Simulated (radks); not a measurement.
Fractional charge and spin in the 4s shell of rubidium: the spin-up occupation runs from 0 to 1 and the spin-down occupation from 0 to 1; the fullest corner is Rb+, [Ar] 3d10 4p6 4s(up 1, down 1). Calculated with a radial shooting solver on a logarithmic mesh with Libxc functionals: scalar-relativistic Kohn-Sham, PBE, spin-polarised, spherical densities, point nucleus. Energy (eV) above the fullest corner. The planes named below are the two flat planes that join the four corners, with an edge along up + down = one added electron.

\begin{tabular}{lrrr}
down \ up & 0 & 0.5 & 1 \\ \hline
0 & 102.562 & 71.554 & 44.008 \\
0.5 & 71.554 & 44.297 & 20.390 \\
1 & 44.008 & 20.390 & 0.000 \\
\end{tabular}

Corners above the fullest one (they belong to Rb2+ and the next ion): (up 1, down 0) 44.008 eV, (up 0, down 1) 44.008 eV, (up 0, down 0) 102.56 eV. With half an added electron in each spin the energy lies 0.289 eV from the planes, and with half an added electron in spin up alone -1.731 eV. The planes are only a guide here: the flat-plane condition holds for ground states with one frontier orbital, while this shell lies below other occupied shells, so the corners above the fullest one are inner-hole states and not the ground states of those ions.
